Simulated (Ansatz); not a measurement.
A nudged elastic band was laid between two geometries of CH5ClSn (8 atoms, charge 0, multiplicity 1).

These are results of RKS B3LYP/def2-SVP (Ansatz), not measurements.

| Quantity | Value |
| --- | --- |
| movable images | 7 |
| climbing image | yes |
| spring | 5.0 eV/Å² |
| optimiser | quadratic models (default) |
| start path | through a guess of the saddle point |
| force threshold | 0.03 eV/Å |
| iteration limit | 60 |
| end points | relaxed |

First end point:

```xyz
8
Properties=species:S:1:pos:R:3
Sn 0.077 -0.008 0.264
H -0.040 0.026 1.979
Cl 2.407 -0.198 -0.220
H -0.421 1.483 -0.432
C -0.880 -1.733 -0.630
H -1.406 -2.311 0.143
H -1.594 -1.405 -1.398
H -0.105 -2.359 -1.093
```

Last end point:

```xyz
8
Properties=species:S:1:pos:R:3
Sn -0.998 0.313 0.230
H 1.770 -0.037 2.263
Cl 1.955 -0.153 0.988
H -0.321 1.109 -1.230
C -1.070 -1.685 -0.768
H -1.318 -2.487 -0.057
H -1.859 -1.643 -1.539
H -0.122 -1.923 -1.274
```

(1) What changes between the two ends?

(2) Give the energies along the band, and the barrier.

(3) What is the geometry of the highest image?

(4) What are the harmonic wavenumbers there?

Results:

(1) Bonds broken: Sn1–H2, Sn1–Cl3. Bonds formed: H2–Cl3. CH5ClSn becomes CH4Sn + ClH.

(2) The forces met the threshold. The highest image is number 4 of 0 to 8, 44.1 kcal/mol above the first end and 13.5 kcal/mol above the last; the last end lies 30.6 kcal/mol above the first. A vibrational analysis at the climbing image gives one clearly imaginary mode, 929i cm⁻¹: a first-order saddle point. The orbitals stay closed-shell, which can raise the energy where a bond breaks towards radicals; this wasn't checked here.

```json
{"image": "0", "path coordinate (Å)": "0.00", "energy (kcal/mol)": "0.0", "Sn1–H2 (Å)": "1.72", "Sn1–Cl3 (Å)": "2.39", "H2–Cl3 (Å)": "3.30"}
{"image": "1", "path coordinate (Å)": "0.62", "energy (kcal/mol)": "-0.1", "Sn1–H2 (Å)": "1.72", "Sn1–Cl3 (Å)": "2.39", "H2–Cl3 (Å)": "3.30"}
{"image": "2", "path coordinate (Å)": "1.24", "energy (kcal/mol)": "1.9", "Sn1–H2 (Å)": "1.71", "Sn1–Cl3 (Å)": "2.39", "H2–Cl3 (Å)": "3.03"}
{"image": "3", "path coordinate (Å)": "1.86", "energy (kcal/mol)": "21.9", "Sn1–H2 (Å)": "1.69", "Sn1–Cl3 (Å)": "2.48", "H2–Cl3 (Å)": "2.37"}
{"image": "4", "path coordinate (Å)": "2.48", "energy (kcal/mol)": "44.1", "Sn1–H2 (Å)": "1.82", "Sn1–Cl3 (Å)": "2.73", "H2–Cl3 (Å)": "1.72"}
{"image": "5", "path coordinate (Å)": "2.93", "energy (kcal/mol)": "35.4", "Sn1–H2 (Å)": "2.22", "Sn1–Cl3 (Å)": "2.96", "H2–Cl3 (Å)": "1.35"}
{"image": "6", "path coordinate (Å)": "3.37", "energy (kcal/mol)": "32.3", "Sn1–H2 (Å)": "2.73", "Sn1–Cl3 (Å)": "3.11", "H2–Cl3 (Å)": "1.30"}
{"image": "7", "path coordinate (Å)": "3.82", "energy (kcal/mol)": "30.9", "Sn1–H2 (Å)": "3.23", "Sn1–Cl3 (Å)": "3.08", "H2–Cl3 (Å)": "1.29"}
{"image": "8", "path coordinate (Å)": "4.26", "energy (kcal/mol)": "30.6", "Sn1–H2 (Å)": "3.45", "Sn1–Cl3 (Å)": "3.08", "H2–Cl3 (Å)": "1.29"}
```

(3) 
```xyz
8
Properties=species:S:1:pos:R:3
Sn -0.400 0.129 0.335
H 0.861 0.159 1.644
Cl 2.257 -0.336 0.770
H -0.319 1.311 -0.949
C -1.014 -1.715 -0.665
H -1.018 -2.553 0.045
H -2.023 -1.581 -1.085
H -0.307 -1.920 -1.482
```

(4) 929i, 73, 95, 239, 429, 465, 492, 624, 709, 798, 1194, 1425, 1430, 1500, 1805, 3042, 3146, 3167 cm⁻¹.

Run time: 7.2 min on 2 threads of Arm Neoverse N1 (shared host), peak memory 0.18 GiB.
